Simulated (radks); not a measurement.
Spherical jellium clusters: N electrons in a uniform positive sphere of charge N and radius rs N^(1/3), rs = 2.23 bohr. Calculated with a radial shooting solver with Libxc functionals: non-relativistic Kohn-Sham, LDA (Slater exchange, Perdew-Wang correlation), spin-polarised, spherical densities. Levels are named by radial order and angular momentum (1s, 1p, 1d, 2s, ...), and open shells are averaged over m.

N = 3, configuration 1s2 1p(up 1, down 0). This is the lowest configuration that the search found. Occupied and some empty levels:

level    occupation  eigenvalue (eV)  <r> (bohr)
1s up             1          -6.9797       2.696
1s down           1          -6.5115       2.672
1p up             1          -2.4080       4.256
1p down           0          -1.9099       4.407
2s up             0         -0.65314       8.124
2s down           0         -0.48093       8.851

Energy (eV): total -0.877699, kinetic 11.606, external -78.855, Hartree 34.995, exchange-correlation -14.311, background 45.688.
